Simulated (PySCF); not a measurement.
# Computed spin Hamiltonian

Compound: C₅H₈NO (doublet state).
Structure used (GFN2-xTB), in Å, numbered top down from 1:
```
atom  x, y, z in Å
C1    -1.159    0.008    1.527
N2    -1.032   -0.225    0.205
C3    -1.860   -1.059   -0.490
O4    -1.761   -1.280   -1.682
C5     0.049    0.426   -0.521
C6     1.390   -0.045   -0.046
C7     2.393    0.757    0.253
H8    -0.461    0.660    2.009
H9    -1.944   -0.475    2.073
H10   -2.635   -1.510    0.147
H11   -0.040    1.510   -0.412
H12   -0.089    0.153   -1.574
H13    1.494   -1.120    0.027
H14    2.303    1.829    0.179
H15    3.349    0.379    0.572
```

The hyperfine couplings belong to this conformer and change with its torsions.

As a line formula: `[CH2]N(C=O)CC=C` [radical].

Level of theory: PySCF 2.14.0, UKS B3LYP, pcH-1 on C H N O, non-relativistic, mean-field spin-orbit, GIAO. One conformer (not necessarily the lowest) at the GFN2-xTB geometry, without solvent, vibrations or thermal averaging. The geometry wasn't refined by DFT: couplings that depend on bond lengths, twists or pyramidal angles can differ widely from those at the functional's own minimum. The SCF solution wasn't tested for stability.

```
g1, g2, g3                      : 2.00212, 2.00331, 2.00401
g_iso                           : 2.00315
Form of g                       : rhombic: the two nearest values differ by 37 % of g3 − g1
⟨S²⟩                            : 0.7560 (exact 0.7500)
HOMO–LUMO gap, α and β orbitals : 4.54, 5.61 eV
Total energy                    : -325.27539 Eh
Basis functions                 : 255
```

Isotropic coupling and dipolar principal values T1 to T3, in MHz; ρ(0) is the spin density at the nucleus:

```json
{"atom": "C1", "isotope": "13C", "a_iso": "68.8", "T1": "-69.3", "T2": "-67.9", "T3": "137.2", "Mulliken spin population": "0.87", "ρ(0) (bohr⁻³)": "0.0612"}
{"atom": "N2", "isotope": "14N", "a_iso": "-2.4", "T1": "-5.6", "T2": "-4.7", "T3": "10.3", "Mulliken spin population": "0.03", "ρ(0) (bohr⁻³)": "-0.0074"}
{"atom": "C3", "isotope": "13C", "a_iso": "-2.0", "T1": "-6.7", "T2": "-2.5", "T3": "9.2", "Mulliken spin population": "0.04", "ρ(0) (bohr⁻³)": "-0.0018"}
{"atom": "O4", "isotope": "17O", "a_iso": "-10.9", "T1": "-44.1", "T2": "21.8", "T3": "22.3", "Mulliken spin population": "0.13", "ρ(0) (bohr⁻³)": "0.0180"}
{"atom": "C5", "isotope": "13C", "a_iso": "-3.5", "T1": "-1.2", "T2": "-0.4", "T3": "1.6", "Mulliken spin population": "-0.01", "ρ(0) (bohr⁻³)": "-0.0031"}
{"atom": "C6", "isotope": "13C", "a_iso": "2.4", "T1": "-1.0", "T2": "-0.2", "T3": "1.2", "Mulliken spin population": "0.00", "ρ(0) (bohr⁻³)": "0.0021"}
{"atom": "C7", "isotope": "13C", "a_iso": "0.6", "T1": "-0.8", "T2": "-0.3", "T3": "1.0", "Mulliken spin population": "0.00", "ρ(0) (bohr⁻³)": "0.0006"}
{"atom": "H8", "isotope": "1H", "a_iso": "-57.7", "T1": "-33.9", "T2": "1.1", "T3": "32.8", "Mulliken spin population": "-0.04", "ρ(0) (bohr⁻³)": "-0.0129"}
{"atom": "H9", "isotope": "1H", "a_iso": "-55.2", "T1": "-32.8", "T2": "0.3", "T3": "32.5", "Mulliken spin population": "-0.04", "ρ(0) (bohr⁻³)": "-0.0123"}
{"atom": "H10", "isotope": "1H", "a_iso": "-6.2", "T1": "-4.3", "T2": "-1.6", "T3": "5.8", "Mulliken spin population": "0.00", "ρ(0) (bohr⁻³)": "-0.0014"}
{"atom": "H11", "isotope": "1H", "a_iso": "6.3", "T1": "-3.2", "T2": "-2.3", "T3": "5.6", "Mulliken spin population": "0.01", "ρ(0) (bohr⁻³)": "0.0014"}
{"atom": "H12", "isotope": "1H", "a_iso": "-0.4", "T1": "-2.8", "T2": "-1.4", "T3": "4.2", "Mulliken spin population": "0.00", "ρ(0) (bohr⁻³)": "-0.0001"}
{"atom": "H13", "isotope": "1H", "a_iso": "-0.1", "T1": "-2.1", "T2": "-1.6", "T3": "3.7", "Mulliken spin population": "0.00", "ρ(0) (bohr⁻³)": "0.0000"}
{"atom": "H14", "isotope": "1H", "a_iso": "0.0", "T1": "-0.9", "T2": "-0.9", "T3": "1.8", "Mulliken spin population": "0.00", "ρ(0) (bohr⁻³)": "0.0000"}
{"atom": "H15", "isotope": "1H", "a_iso": "0.3", "T1": "-0.8", "T2": "-0.6", "T3": "1.4", "Mulliken spin population": "0.00", "ρ(0) (bohr⁻³)": "0.0001"}
```

Largest spin populations (Mulliken): C1 (+0.87) and O4 (+0.13). No atom but C1 exceeds +0.15. The angles at C1 add up to 360.0°, so it is planar; its axial dipolar tensor and the negative couplings of its protons fit spin in a p orbital normal to that plane.

Axes: g3 points within 5° of the C1–H8 bond.

Under fast tumbling the dipolar parts average out, and these isotropic splittings remain: 1 × 1H (H8, I = 1/2, 2 lines) with 2.06 mT, 1 × 1H (H9, I = 1/2, 2 lines) with 1.97 mT, 1 × 1H (H10, I = 1/2, 2 lines) with 0.22 mT, 2 × 1H (H11/H12, I = 1/2, 3 lines) with 0.10 mT and 1 × 14N (N2, I = 1, 3 lines) with 0.09 mT.

Means are taken over nuclei equivalent by connectivity, which assumes that they swap fast. H8 and H9 aren't averaged: C1 is flat or nearly so (angle sum 360°), and its turn about the short C1–N2 bond (1.35 Å) is taken as slow. The 1H value of +2.9 MHz is a mean of couplings from -0.4 to 6.3 MHz in this one geometry, not an average over conformers.

The 17O coupling of O4 (-10.9 MHz) shows only in satellite lines or after enrichment, since that isotope makes up about 0.038 % of natural oxygen.

The 13C coupling of C1 (68.8 MHz) shows only in satellite lines or after enrichment, since that isotope makes up about 1.07 % of natural carbon.

Examples of negative spin density at the nucleus (bohr⁻³): H8 (-0.0129), H9 (-0.0123) and N2 (-0.0074).
